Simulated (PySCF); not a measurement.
Numbering as in the mapped SMILES `[F:1][C:2]([F:3])([F:4])/[CH:5]=[CH:6]\[S-:7]`; H(Xn) means a hydrogen on atom n.

Geometry: GFN2-xTB; GIAO absolute shieldings from PySCF, gas phase, non-relativistic, averaged over equivalent atoms.

At PBE0/pcSseg-1 (136 basis functions, 23 s wall time on 1 thread of an Intel Xeon, shared host):
```
   atoms  σ (ppm)
F1/F3/F4    242.1
      C6      3.5
      C2     47.7
      C5     86.5
      S7    367.5
   H(C6)    23.20
   H(C5)    27.26
```

**Question.** Predict the values at OLYP/pcSseg-1 on the same geometry.

**Answer.** 
```tsv
atoms	σ at OLYP/pcSseg-1	change
F1/F3/F4	233.1	-9.0
C6	14.8	+11.3
C2	44.3	-3.4
C5	86.9	+0.4
S7	337.6	-29.9
H(C6)	23.19	-0.01
H(C5)	27.25	-0.01
```

The largest change is at S7 (sulfur bonded to C). Cost: 136 basis functions, 19 s wall time on 1 thread of an Intel Xeon, shared host. The order of the carbon signals is the same at both levels.
